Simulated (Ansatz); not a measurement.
```yaml
crystal:
  periodic: [false, false, false]
  atoms:
    - {symbol: F, position_ang: [-0.801539, -1.523716, 1.713394]}
    - {symbol: C, position_ang: [-0.349324, -0.663246, 0.850691]}
    - {symbol: N, position_ang: [0.008906, -0.931653, -0.333561]}
    - {symbol: C, position_ang: [0.270145, 0.424030, -0.738030]}
    - {symbol: F, position_ang: [1.521533, 0.621760, -1.164749]}
    - {symbol: Se, position_ang: [-0.145369, 1.199921, 1.096313]}
    - {symbol: H, position_ang: [-0.443050, 0.804702, -1.469658]}
basis:
  gaussian: {orbitals: def2-mTZVP, nuclear_model: gaussian}
magnetization: {spin_polarized: true, initial_magnetization: 1}
hamiltonian: {xc: {name: PBEsol}, dispersion: d3bjatm}
scf: {lower_state_search: light}
output: {forces: true}
```

```sh
$ ansatz run in.yaml --threads 4 --pin off --events-out ev --progress --plain --max-ram 10444MiB
```

(1) How does Ansatz answer? (Best estimate.)

## Answers

(1) Computed: The program refused the input.
```
Error: a molecule whose nuclei and cores have a total charge of 72 cannot have a net charge of 0 together with 1 unpaired electrons
```
